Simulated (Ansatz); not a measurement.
Input file for Ansatz (a quantum-chemistry and plane-wave program): R-B3LYP-D3(BJ)/def2-TZVP on C2H7Sb (a complex). Elements past Kr take the def2 small-core potentials; no spin–orbit coupling.

Ansatz 0.2 input:
```yaml
crystal:
  periodic: [false, false, false]
  atoms:
    - {symbol: Sb, position_ang: [0.57347507, 0.23166175, 0.65227863]}
    - {symbol: H, position_ang: [1.26290542, 0.19034117, -0.88600150]}
    - {symbol: H, position_ang: [2.12799903, 0.25972359, 1.30688494]}
    - {symbol: H, position_ang: [0.62041066, 1.91527982, 0.57581471]}
    - {symbol: C, position_ang: [-0.44476087, 0.46151459, 4.29431808]}
    - {symbol: C, position_ang: [-0.31604530, -0.84816110, 4.26261175]}
    - {symbol: H, position_ang: [0.17045751, 1.10985096, 3.68834178]}
    - {symbol: H, position_ang: [-1.16461605, 0.94987996, 4.93101946]}
    - {symbol: H, position_ang: [-0.92321617, -1.49743525, 4.87254000]}
    - {symbol: H, position_ang: [0.41089025, -1.33382128, 3.62906054]}
basis:
  gaussian:
    orbitals: def2-TZVP
hamiltonian:
  xc: b3lyp
  dispersion: d3bj
relax: {f_tol: 0.004, max_steps: 120}
scf: {lower_state_search: off}
```

**Question.** What total energy does the run end on?

**Answer.** -320.7528 hartree.

**Question.** How many basis functions does it have, and what does it roughly cost on one machine?

**Answer.** 154 functions; very roughly 4 core-minutes.
